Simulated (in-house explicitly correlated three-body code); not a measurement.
Computed with an exponentially correlated three-body code. Model: two electrons around a point charge, non-relativistic, variational in 260 exponentially correlated functions (energies converged to about 1e-7 hartree, or 1e-8 relative for large Z).

Command:
```bash
python run_hyl.py task.json out
```
Settings (lengths in bohr, energies in hartree):
```
Z                      6
nuclear_mass           25
interaction_strength   1
functions              260
states_tried           13
```

Cost of the run: 28 s on 1 thread of Intel(R) Xeon(R) Platinum 8375C CPU @ 2.90GHz (Ice Lake), with other jobs on the host.

**Those bound S and P states to n = 4 that converged, binding against the one-electron ion.**

Given: nuclear charge 6; mass of the centre 25 electron masses.

Computed: one-electron threshold -17.3076923 hartree.

```tsv
term	energy (hartree)	binding (eV)
1 1S	-31.1432303	376.48
2 3S	-20.596385	89.49
2 3P	?	?
2 1S	-20.4082117	84.369
2 1P	?	?
3 3S	-18.7221767	38.49
3 3P	-18.6891656	37.592
3 1S	-18.6722628	37.132
3 1P	-18.6190437	35.684
4 3S	-18.0916662	21.333
```

Problem. What belongs in the row 2 3P?

Solution. energy (hartree): -20.4845797; binding (eV): 86.448.

Problem. What belongs in the row 2 1P?

Solution. energy (hartree): -20.219472; binding (eV): 79.234.

**Converged states only, values per electron or pair.**

| term | mean r (bohr) | mean r squared (bohr²) | mean inverse r (1/bohr) | mean r12 (bohr) | mean inverse r12 (1/bohr) | mean cosine | mean p1 dot p2 (bohr⁻²) | delta r1 (bohr⁻³) | delta r12 (bohr⁻³) |
| --- | --- | --- | --- | --- | --- | --- | --- | --- | --- |
| 1 1S | 0.27755 | 0.10362 | 5.468 | 0.40802 | 3.3295 | -0.0071457 | 0.19785 | 54.616 | 5.547 |
| 2 3S | 0.70421 | 0.81295 | 3.5154 | 1.1881 | 0.99187 | 0.00048524 | -0.021084 | 33.363 | - |
| 2 3P | 0.61821 | 0.61941 | 3.5127 | 1.0337 | 1.1836 | -0.064782 | -2.1286 | 30.15 | - |
| 2 1S | 0.73537 | 0.89993 | 3.4951 | 1.2402 | 1.1251 | -0.0063172 | -0.1755 | 33.114 | 0.89924 |
| 2 1P | ? | ? | ? | ? | ? | ? | ? | ? | ? |
| 3 3S | 1.458 | 4.0494 | 3.1602 | 2.6726 | 0.47806 | 0.00098882 | -0.045093 | 31.356 | - |
| 3 3P | 1.3857 | 3.6773 | 3.1587 | 2.5316 | 0.5256 | -0.01374 | -0.52591 | 30.48 | - |
| 3 1S | ? | ? | ? | ? | ? | ? | ? | ? | ? |
| 3 1P | 1.4542 | 4.086 | 3.1474 | 2.6603 | 0.53128 | 0.012604 | 0.35605 | 30.584 | 0.06335 |
| 4 3S | 2.5235 | 12.932 | 3.0384 | 4.7959 | 0.27783 | 0.00088535 | -0.033773 | 30.89 | - |

Problem. What belongs in the row 2 1P?

Solution. mean r (bohr): 0.66934; mean r squared (bohr²): 0.74113; mean inverse r (1/bohr): 3.468; mean r12 (bohr): 1.1; mean inverse r12 (1/bohr): 1.1776; mean cosine: 0.042409; mean p1 dot p2 (bohr⁻²): 1.429; delta r1 (bohr⁻³): 30.717; delta r12 (bohr⁻³): 0.18371.

Problem. What belongs in the row 3 1S?

Solution. mean r (bohr): 1.504; mean r squared (bohr²): 4.3352; mean inverse r (1/bohr): 3.1548; mean r12 (bohr): 2.7621; mean inverse r12 (1/bohr): 0.5133; mean cosine: -0.00084479; mean p1 dot p2 (bohr⁻²): -0.081394; delta r1 (bohr⁻³): 31.304; delta r12 (bohr⁻³): 0.26343.
